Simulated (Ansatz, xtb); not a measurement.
# Ranking isomers of CH3F2InS

3 gas-phase structures of CH3F2InS, from a drawn sample of its isomers (lower ones may exist). Each was relaxed with GFN2-xTB; where two conformers were screened, the lower at r2SCAN-D4/def2-SVP is listed:

A. `FC[S][InH][F]`, a singlet
B. `C[S][In]([F])[F]`, a singlet
C. `F[CH2][In]([F])[SH]`, a singlet

**Question.** Make a reasoned guess at their ranking by r2SCAN-D4/def2-SVP single-point energy.

**Answer.** Calculated order at r2SCAN-D4/def2-SVP: B (0.0), A (23.7), C (24.5) kcal/mol. Less than 1 kcal/mol parts A and C, so the order within that pair means little.

Energies above the lowest of each column, in kcal/mol; the last columns are at PBE0-D4/def2-SVP geometries and were run for some of them only (a dash: not run or not comparable):

| structure | GFN2-xTB | HF/STO-3G | r2SCAN-D4/def2-SVP | PBE0-D4/def2-SVP | CCSD(T)/def2-SVP + ΔMP2/def2-TZVPP |
| --- | --- | --- | --- | --- | --- |
| B | 0.0 | 0.0 | 0.0 | 0.0 | 0.0 |
| A | 26.1 | 3.6 | 23.7 | 24.4 | 28.4 |
| C | 26.5 | 13.9 | 24.5 | – | – |

Every level run on B puts it lowest or level with the lowest. Flexible structures stand in one conformer each, not always the lowest. Frequencies (PBE0-D4/def2-SVP) were run for A, B alone. Atoms past krypton carry core potentials in the def2 sets, without spin–orbit terms. ΔMP2 is the change of the MP2 energy from the smaller to the larger basis.

Programs: Ansatz 0.2.0, xtb 6.7.1.
